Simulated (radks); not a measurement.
Trend from K to Kr: ionisation energy by Delta-SCF between NIST ground configurations, and size. Calculated with a radial shooting solver on a logarithmic mesh with Libxc functionals: Dirac Kohn-Sham, PBE, spin-unpolarised, spherical densities, finite nucleus; open shells fill j = l - 1/2 first; Fermi nuclear charge, rms radius of each element as measured or else 0.836 A^(1/3) + 0.57 fm.

species      configuration  configuration of the ion  IE (eV)  NIST (eV)  kind  -e(HOMO) (eV)  outermost  <r> outermost (bohr)  r at 0.001 e/bohr^3 (bohr)
K                 [Ar] 4s1                      [Ar]    4.314      4.341  exp.  2.319 (4s1/2)      4s1/2                  5.01                        4.39
Ca                [Ar] 4s2                  [Ar] 4s1    6.309      6.113  exp.  3.766 (4s1/2)      4s1/2                  4.02                        5.08
Sc            [Ar] 3d1 4s2              [Ar] 3d1 4s1    6.895      6.561  exp.  3.246 (3d3/2)      4s1/2                  3.72                        4.97
Ti            [Ar] 3d2 4s2              [Ar] 3d2 4s1    7.344      6.828  exp.  4.274 (3d3/2)      4s1/2                  3.51                        4.84
V             [Ar] 3d3 4s2                  [Ar] 3d4    7.176      6.746  exp.  4.698 (4s1/2)      4s1/2                  3.35                        4.73
Cr            [Ar] 3d5 4s1                  [Ar] 3d5    6.896      6.767  exp.  2.856 (3d5/2)      4s1/2                  3.44                        4.49
Mn            [Ar] 3d5 4s2              [Ar] 3d5 4s1    8.412      7.434  exp.  5.103 (4s1/2)      4s1/2                  3.10                        4.54
Fe            [Ar] 3d6 4s2              [Ar] 3d6 4s1    8.726      7.902  exp.  5.289 (4s1/2)      4s1/2                  2.99                        4.46
Co            [Ar] 3d7 4s2                  [Ar] 3d8    6.561      7.881  exp.  5.467 (4s1/2)      4s1/2                  2.89                        4.38
Ni            [Ar] 3d8 4s2                  [Ar] 3d9    6.421      7.640  exp.  5.641 (4s1/2)      4s1/2                  2.81                        4.31
Cu           [Ar] 3d10 4s1                 [Ar] 3d10    8.149      7.726  exp.  4.610 (4s1/2)      4s1/2                  2.94                        4.10
Zn           [Ar] 3d10 4s2             [Ar] 3d10 4s1    9.889      9.394  exp.  5.978 (4s1/2)      4s1/2                  2.65                        4.19
Ga       [Ar] 3d10 4s2 4p1             [Ar] 3d10 4s2    5.767      5.999  exp.  2.622 (4p1/2)      4p1/2                  3.39                        4.40
Ge       [Ar] 3d10 4s2 4p2         [Ar] 3d10 4s2 4p1    7.532      7.899  exp.  3.947 (4p1/2)      4p1/2                  2.87                        4.45
As       [Ar] 3d10 4s2 4p3         [Ar] 3d10 4s2 4p2    8.979      9.789  exp.  5.047 (4p3/2)      4p3/2                  2.58                        4.39
Se       [Ar] 3d10 4s2 4p4         [Ar] 3d10 4s2 4p3   10.657      9.752  exp.  6.346 (4p3/2)      4p3/2                  2.32                        4.28
Br       [Ar] 3d10 4s2 4p5         [Ar] 3d10 4s2 4p4   12.346     11.814  exp.  7.675 (4p3/2)      4p3/2                  2.12                        4.16
Kr                    [Kr]         [Ar] 3d10 4s2 4p5   14.058     14.000  exp.  9.041 (4p3/2)      4p3/2                  1.96                        4.04

Reference values: NIST Atomic Spectra Database (measured). Spin polarisation and multiplet splitting are left out, so open shells lie too high by an amount that depends on their filling.

Beside tabulated values, note that spin-unpolarised runs miss the spin-polarisation part of the exchange energy of open shells.
